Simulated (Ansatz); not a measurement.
Basis-set extrapolation for `[F][Al]1[CH2][SiH2][CH2]1` (PBE0-D4/def2-TZVP geometry, frozen core, the Gaussian-basis code of Ansatz). Multiplicity 1, RHF reference.

```csv
,def2-TZVPP,def2-QZVPP
HF,-709.692836,-709.717151
MP2 correlation,-0.793241,-0.854239
CCSD(T) correlation,-0.864330,not run
```

Energies in hartree. Use E(X) = E(∞) + A·exp(−7.88·√X) for Hartree–Fock and E(X) = E(∞) + B·X^(−2.97) for correlation, with X = 3 and 4, and add CCSD(T) minus MP2 of the smaller set to the MP2 limit.

Task: What is the CCSD(T) energy at the basis-set limit?

Result: HF limit: -709.717151 + (-0.024315) × 0.13774 = -709.72050. MP2 limit: -0.854239 + (-0.060998) × 0.74074 = -0.89942. Higher-order term: -0.864330 − (-0.793241) = -0.07109. Total: -710.69101 hartree, 351.4 kJ/mol below CCSD(T)/def2-TZVPP.
